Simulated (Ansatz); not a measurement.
Nudged elastic band run: Cl3H2In

Input:

```yaml
crystal:
  periodic: [false, false, false]
  atoms:
    - { symbol: In, position_ang: [0.006079, 0.217238, 0.169585] }
    - { symbol: Cl, position_ang: [0.000795, 0.778941, 2.443281] }
    - { symbol: Cl, position_ang: [2.027355, 0.069066, -0.998715] }
    - { symbol: Cl, position_ang: [-2.014879, -0.009176, -0.986655] }
    - { symbol: H, position_ang: [0.078932, -2.468182, 0.666324] }
    - { symbol: H, position_ang: [0.060518, -2.190087, 1.37728] }
basis:
  gaussian: { orbitals: def2-SVP }
hamiltonian:
  xc: b3lyp
  dispersion: d4
neb:
  order_check: false
  images: 5
  f_tol: 0.05
  max_iterations: 60
  spring: 20.0
  final_atoms:
    - { symbol: In, position_ang: [0.028541, -0.764467, -0.46931834] }
    - { symbol: Cl, position_ang: [0.01984187, -0.01919917, 2.40495266] }
    - { symbol: Cl, position_ang: [1.96573661, 0.47055084, -1.0242838] }
    - { symbol: Cl, position_ang: [-1.96566862, 0.38088135, -1.01462593] }
    - { symbol: H, position_ang: [0.06746171, -2.43069976, -0.06274138] }
    - { symbol: H, position_ang: [0.04288743, -1.23926625, 2.83711679] }
  initial_path:
    images:
      - { positions_ang: [[0.006079, 0.217238, 0.169585], [0.000795, 0.778941, 2.443281], [2.027355, 0.069066, -0.998715], [-2.014879, -0.009176, -0.986655], [0.078932, -2.468182, 0.666324], [0.060518, -2.190087, 1.37728]] }
      - { positions_ang: [[0.00339969, 0.14125306, 0.10839561], [0.00010833, 0.53758702, 2.55393584], [2.05514585, 0.03507424, -1.07725141], [-2.04833676, -0.02141447, -1.06875918], [0.08286963, -2.2978059, 0.67243179], [0.06561326, -1.99689395, 1.48234735]] }
      - { positions_ang: [[0.00072038, 0.06526811, 0.04720622], [-0.00057833, 0.29623304, 2.66459068], [2.0829367, 0.00108248, -1.15578783], [-2.08179452, -0.03365293, -1.15086337], [0.08680725, -2.12742979, 0.67853959], [0.07070852, -1.80370091, 1.5874147]] }
      - { positions_ang: [[-0.00195893, -0.01071683, -0.01398317], [-0.001265, 0.05487906, 2.77524552], [2.11072756, -0.03290928, -1.23432424], [-2.11525229, -0.0458914, -1.23296755], [0.09074488, -1.95705369, 0.68464738], [0.07580378, -1.61050786, 1.69248205]] }
      - { positions_ang: [[0.00820772, -0.26196689, -0.16576156], [0.00577063, 0.03018632, 2.65181457], [2.06239724, 0.13491076, -1.16431076], [-2.06539106, 0.09636618, -1.16018701], [0.08298382, -2.11493571, 0.4355178], [0.06483166, -1.48676066, 2.07402697]] }
      - { positions_ang: [[0.01837436, -0.51321694, -0.31753995], [0.01280625, 0.00549357, 2.52838362], [2.01406692, 0.3027308, -1.09429728], [-2.01552984, 0.23862376, -1.08740647], [0.07522276, -2.27281774, 0.18638821], [0.05385955, -1.36301346, 2.45557188]] }
      - { positions_ang: [[0.028541, -0.764467, -0.46931834], [0.01984187, -0.01919917, 2.40495266], [1.96573661, 0.47055084, -1.0242838], [-1.96566862, 0.38088135, -1.01462593], [0.06746171, -2.43069976, -0.06274138], [0.04288743, -1.23926625, 2.83711679]] }
```

Launched with:

```bash
$ ansatz run input.yaml --threads 2 --pin off --max-ram 3072MiB --backend cpu --events-out ev --progress --plain --runs-dir out
```

Output, in part (warnings, iteration lines, the closing report on the highest movable image, with atoms numbered from 0):

```
NEB end point (image 0): max|allowed force component| = 9.259e-4 eV/Å (the criterion of neb.relax_end_points is 1.000e-2)
NEB end point (image 6): max|allowed force component| = 1.050e-2 eV/Å (the criterion of neb.relax_end_points is 1.000e-2)
NEB iter   1: max|band force component| = 3.168e0 eV/Å  barrier→ = 1.9505 eV  barrier← = 1.3700 eV  Δτ_max = 0.2000 Å  (170 SCF iters)
NEB iter   2: max|band force component| = 1.774e0 eV/Å  barrier→ = 1.4788 eV  barrier← = 0.8983 eV  Δτ_max = 0.1978 Å  (140 SCF iters)
NEB iter   3: max|band force component| = 1.866e0 eV/Å  barrier→ = 1.3492 eV  barrier← = 0.7687 eV  Δτ_max = 0.0813 Å  (134 SCF iters)
NEB iter   4: max|band force component| = 4.095e-1 eV/Å  barrier→ = 1.2920 eV  barrier← = 0.7115 eV  CI = image 3  Δτ_max = 0.0636 Å  (130 SCF iters)
NEB iter   5: max|band force component| = 1.369e-1 eV/Å  barrier→ = 1.2973 eV  barrier← = 0.7168 eV  CI = image 3  Δτ_max = 0.0368 Å  (131 SCF iters)
NEB iter   6: max|band force component| = 4.889e-2 eV/Å  barrier→ = 1.2950 eV  barrier← = 0.7144 eV  CI = image 3  Δτ_max = 0.0000 Å  (236 SCF iters)
Total energy: -42767.82083812 eV, -1571.6884267309 hartree
Atom 0 at     0.020128    -0.428313    -0.155870 Å, force     0.024769    -0.001211     0.024637 eV/Å
Atom 1 at     0.028276    -0.020529     2.457341 Å, force    -0.001028    -0.022755    -0.029983 eV/Å
Atom 2 at     2.065999     0.183920    -1.110252 Å, force     0.013783     0.000271    -0.000403 eV/Å
Atom 3 at    -2.050914     0.117151    -1.091401 Å, force    -0.038309     0.007108    -0.010491 eV/Å
Atom 4 at     0.050125    -2.045364     0.845994 Å, force     0.000430     0.003392     0.006334 eV/Å
Atom 5 at     0.045186    -1.409065     1.725288 Å, force     0.000354     0.013195     0.009906 eV/Å
Dipole moment:     0.003681    -0.323400     0.104442 e Å
```

The run converged. Another band between the same ends (5 images) ends at a top of the same energy, where a vibrational analysis finds 1 clearly imaginary mode. The orbitals stay closed-shell, which can raise the energy where a bond breaks towards radicals; this wasn't checked here.

Final band (atoms are numbered from 1 in the order of the input):

```csv
image,path coordinate (Å),energy (kcal/mol),In1–Cl2 (Å),H5–H6 (Å),In1–H5 (Å)
0,0.00,0.0,2.34,0.76,2.73
1,0.51,1.6,2.36,0.77,2.58
2,1.03,12.9,2.44,0.80,2.20
3,1.54,29.9,2.64,1.09,1.90
4,2.10,19.0,2.91,1.72,1.75
5,2.65,14.5,2.96,2.40,1.72
6,3.20,13.4,2.97,3.14,1.72
```

The run took 84 s on 2 threads of Arm Neoverse V1, with other jobs on the host, peak memory 0.21 GiB.
